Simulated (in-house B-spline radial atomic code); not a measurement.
**Ionising Co⁷⁺ with different functionals**

Computed with a radial B-spline atomic code at the basis-set limit: scalar-relativistic (spin-free X2C) Hamiltonian, Fermi nucleus of rms radius 3.7875 fm, spin-polarised at highest spin, spherical fractional occupations for the functionals, and exact exchange of hybrids averaged over the configuration. The ionisation energy is the difference of two self-consistent energies, [Ar] 3d2 → [Ar] 3d1, without Breit or QED terms; ε is the level of the shell that loses the electron (its least bound occupied spin orbital).

| method | rung | ΔSCF (eV) | -ε(3d) (eV) |
| --- | --- | --- | --- |
| PBE0 | global hybrid | 157.04 | 146.89 |
| B3LYP | global hybrid | 157.19 | 146.23 |
| TPSSh | global hybrid | 156.85 | 144.39 |
| BHandHLYP | global hybrid | 156.98 | 150.70 |
| r2SCAN0 | global hybrid | 156.92 | 146.92 |
| B97-1 | global hybrid | 157.01 | 146.22 |
| HSE06 | range-separated hybrid | 156.97 | 146.39 |
| wB97X | range-separated hybrid | 156.73 | 148.85 |
| CAM-B3LYP | range-separated hybrid | 157.13 | 148.25 |
| LC-wPBE | range-separated hybrid | 157.05 | 148.74 |

Q: Among the functionals, which spreads more, the ΔSCF values or the orbital energies?

A: The orbital energies: ΔSCF values span about 0.46 eV and the orbital energies 6.31 eV; here energy differences depend much less on the functional than eigenvalues do.

Q: How do they compare with the NIST value?

A: NIST lists 157.8 eV ± 0.6 (semi-empirical, ground level to ground level). Errors run from -1.07 to -0.61 eV; all lie within about twice that uncertainty, so the table can't rank the methods.
